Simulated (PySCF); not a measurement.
## Spinor energies of Dy(53+) (dysprosium, charge +53)

Start: [Ne] 3s2 3p1; 3p1/2 filled at m_j = +1/2. Calculated with PySCF 2.14 in an uncontracted even-tempered set (18 s from 15 bohr⁻², ratio 2.4; 14 p from 19 bohr⁻², ratio 2.4; 4 d from 64 bohr⁻², ratio 2.6; 4 f from 96 bohr⁻², ratio 2.6): generalised Hartree-Fock with the X2C-1e Hamiltonian and a Gaussian nucleus; one run each with spin-orbit coupling (SO) switched off, then screened by Boettger's factors.

```
spinor shell  electrons  ε, spin-free (eV)  ε, screened SO (eV)  weight of nominal j (screened SO)  rms radius, screened SO (bohr)
       1s1/2          2           -58060.1             -58045.3                              1.000                          0.0240
       2s1/2          2           -12904.6             -12898.7                              1.000                          0.0954
       2p1/2          2           -11897.9             -12481.8                              1.000                          0.0814
       2p3/2          4           -11897.9             -11646.3                              1.000                          0.0877
       3s1/2          2            -5197.1              -5194.9                              1.000                           0.228
       3p1/2          1            -4920.5              -5071.5                              1.000                           0.216
```

| quantity | spin-free | screened SO |
| --- | --- | --- |
| E (hartree) | -9169.58618 | -9182.30489 |
| M_J | 1/2 | 1/2 |
| ⟨J²⟩ | 1.097 | 0.751 |
| ⟨L²⟩ | 2.002 | 2.018 |
| ⟨S²⟩ | 0.751 | 0.767 |

Each row is a mean over spinors that exchange with the open shell spreads, by up to 17.931 eV (2p1/2).

Breit and QED terms are absent; they matter most for the inner s and p1/2 levels.

Densities and radii are taken from the X2C orbitals without a picture-change correction, which distorts them close to the nucleus.

Without spin-orbit coupling the j labels of p, d and f shells carry no meaning; the spin-free column gives the mean over the occupied spinors of each nl shell, and its ⟨J²⟩ belongs to a mixture of degenerate components.
